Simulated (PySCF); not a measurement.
# F⁺ (fluorine, charge +1) across methods

[He] 2s2 2p3 3s1, 3s spin antiparallel (an excited configuration). Calculation: PySCF 2.14, in dyall-av2z (11s7p2d, 42 functions); the non-relativistic Hamiltonian (point nucleus).

```csv
method,E (hartree),mean ε 2s β (eV),mean ε 2p α (eV),mean ε 3s β (eV),Σ⟨r²⟩ (bohr²),⟨S²⟩
BHandHLYP,-98.2773,-58.813,-48.124,-10.992,16.07,3.001
wB97X,-98.2655,-58.904,-47.400,-12.190,16.14,3.001
PBE,-98.1831,-53.854,-41.876,-9.821,16.22,3.001
UHF,-98.04956,-61.653,-54.106,-11.975,16.25,3.002
r2SCAN,-98.2480,-54.034,-43.202,-9.880,16.27,3.001
PBE0,-98.2003,-56.266,-45.114,-10.482,16.22,3.001
M06-L,-98.2729,-54.226,-43.196,-9.784,16.33,3.001
MN15,-98.2381,-57.710,-45.602,-10.215,16.02,3.001
LDA,-97.6170,-53.694,-41.903,-9.716,16.09,3.001
```

The outer electron is Rydberg-like, and this basis confines it to a smaller radius and binds it less than a complete one would. With the s spin flipped the determinant is a mixture of two multiplicities, not a spectroscopic state.
